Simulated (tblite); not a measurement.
Compound: C₄H₃N₂O (doublet state).
Z-matrix (Å and degrees, GFN2-xTB geometry), rows numbered from 1:
```
O 
C   1  1.2103
C   2  1.4423  1  123.22
N   3  1.3287  2  127.17  1   179.87
C   4  1.3108  3  106.09  2  -179.92
C   5  1.3751  4  112.21  3    -0.01
N   6  1.3579  5  104.40  4     0.02
H   2  1.1012  1  122.83  3   179.98
H   6  1.0690  5  131.91  4  -179.95
H   7  1.0105  3  124.25  2     0.05
```

Level: GFN2-xTB in tblite, geometry and Hessian alike; calculated harmonic values, unscaled, isolated species. The method is semi-empirical: single wavenumbers can be off by several per cent or more. One conformer, not necessarily the lowest. Open shells enter through the occupations alone, without spin polarisation, and single modes of such species can be off by tens of per cent.

Harmonic wavenumbers (cm⁻¹): 143.9, 174.1, 261.9, 506.6, 565.0, 623.7, 680.6, 730.5, 757.0, 839.1, 910.1, 975.7, 1053.3, 1117.5, 1273.1, 1311.3, 1338.5, 1386.9, 1389.6, 1497.8, 1714.4, 2843.5, 3195.1, 3419.7.

A = 8421, B = 2253, C = 1777 MHz; mass 95.025 u (most abundant isotopes); point group Cs, symmetry number 1; spin multiplicity 2.

Task: What is the zero-point energy?

Result: ½Σν̃ = 14354 cm⁻¹ = 171.72 kJ/mol.

Task: Give the ideal-gas entropy at 200 K and 1 bar in the rigid-rotor, harmonic-oscillator model (classical rotation).

Result: Translation 157.35, rotation 106.56, vibration 23.08, spin (R ln 2) 5.76: S = 292.8 J/(mol K).

Task: And Cp and H(200 K) − H(0)?

Result: Cp = 67.93 J/(mol K), of which vibrations give 34.67 (their classical limit is 24 R = 199.5); H(200 K) − H(0) = 9.57 kJ/mol without the zero-point energy, 2.92 from vibrations.

Task: What must be added to the electronic energy to get the Gibbs energy at 200 K and 1 bar?

Result: ZPE + [H(200 K) − H(0)] − T·S = 171.72 + 9.57 − 58.55 = 122.74 kJ/mol.

Task: How do the functions run with temperature in this model?

Result: 
```tsv
T (K)	S (J/(mol K))	Cp (J/(mol K))	H − H(0) (kJ/mol)	G − H(0) (kJ/mol)	ln q(vib)
50	224.6	37.3	1.71	-9.53	0.02
100	253.8	47.7	3.84	-21.54	0.24
298.15	324.3	92.0	17.41	-79.28	1.95
373.15	346.9	109.8	24.99	-104.46	2.74
500	382.8	135.1	40.60	-150.77	4.17
750	444.4	167.9	78.87	-254.41	7.08
1000	495.5	187.1	123.44	-372.09	9.88
```

q(vib) and H(0) count from the zero-point level.

Task: Which modes carry the vibrational entropy at 200 K?

Result: 143.9 cm⁻¹: 8.39; 174.1 cm⁻¹: 6.97; 261.9 cm⁻¹: 4.18; 506.6 cm⁻¹: 1.03; 565.0 cm⁻¹: 0.73; 623.7 cm⁻¹: 0.52 J/(mol K); the other 18 give 1.26 together.

Hindered rotation and anharmonicity are outside this model. Other conformers, if any are populated, would add a mixing term that is left out.

Time: 0.16 s. Hardware: one thread, Arm Neoverse V2 (aarch64), shared host with 96 logical CPUs at a one-minute load of 57. The figure is for the frequency step alone.
